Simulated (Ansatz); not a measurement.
Stepwise reaction of `[SH][In]([SH])[Br]` with hydrogen fluoride, as a gas-phase model of exchange steps in deposition or etching. ΔE in kJ/mol; ΔG adds harmonic PBE0-D4 terms to CCSD(T)/CBS, at 1 bar.

Gas-phase electronic energies from Ansatz, PBE0-D4/def2-TZVP geometries. CCSD(T)/CBS is the MP2 limit (def2-TZVPP, def2-QZVPP) plus CCSD(T) − MP2 in def2-TZVPP, frozen cores. This one scheme is used for every species. Functionals use def2-TZVPP. B3LYP here is the variant with VWN-RPA as its local correlation; programs differ in this. Elements past krypton have def2 core potentials. For Br, In outer-core shells are correlated without core-valence functions, which leaves a few kJ/mol of doubt a bond. Scalar relativity is left out up to krypton. One conformer a species, not always the lowest.

| step | reaction | PBE-D4 | B3LYP-D4 | ωB97M-V | CCSD(T)/CBS | ΔG(600 K) |
| --- | --- | --- | --- | --- | --- | --- |
| 1 | `[SH][In]([SH])[Br]` + H–F → `[F][In]([SH])[Br]` + H₂S | 36.2 | 32.8 | 33.7 | 40.8 | 29.7 |
| 2 | `[F][In]([SH])[Br]` + H–F → `[F][In]([F])[Br]` + H₂S | 47.9 | 44.8 | 44.9 | 51.2 | 43.2 |

Problem. By hand: ΔE of the 2 steps together at CCSD(T)/CBS.

Solution. (40.8) + (51.2) = 92.0 kJ/mol, or 46.0 kJ/mol a step.

In ΔE each step is higher than the one before. All are uphill at CCSD(T)/CBS. ΔG lies between 29.7 and 43.2 kJ/mol a step. PBE-D4 differs from CCSD(T)/CBS by -4.6 to -3.3 kJ/mol a step. Isolated molecules leave out the surface, adducts and barriers. Largest T1 diagnostic: 0.014.
